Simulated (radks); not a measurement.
Values are calculated unless marked as measured or tabulated.
Question: Mean orbital radii <r> (bohr) of the tellurium ion Te3+, [Kr] 4d10 5s2 5p1, of relativity; Dirac values are averaged over j with weights 2j + 1. Spin-unpolarised spherical Kohn-Sham, PBE, point nucleus unless stated (finite: rms radius 4.7423 fm), a radial shooting solver on a logarithmic mesh with Libxc functionals. A level marked "c x" has the speed of light scaled by that factor and shares open shells by 2j + 1; other Dirac levels either fill j = l - 1/2 first or share by 2j + 1.

shell  non-rel.
1s      0.02924
2s       0.1260
2p       0.1074
3s       0.3357
3p       0.3263
3d       0.2970
4s       0.7942
4p       0.8329
4d       0.9574
5s        1.989
5p        2.253

Give the values at the level "Dirac, c x 5".

Answer: 
shell  Dirac, c x 5  change of magnitude (%)
1s          0.02918                    -0.19
2s           0.1258                    -0.20
2p           0.1073                    -0.10
3s           0.3352                    -0.16
3p           0.3260                    -0.08
3d           0.2970                    0.00
4s           0.7930                    -0.15
4p           0.8324                    -0.06
4d           0.9577                    +0.03
5s            1.986                    -0.13
5p            2.252                    -0.04
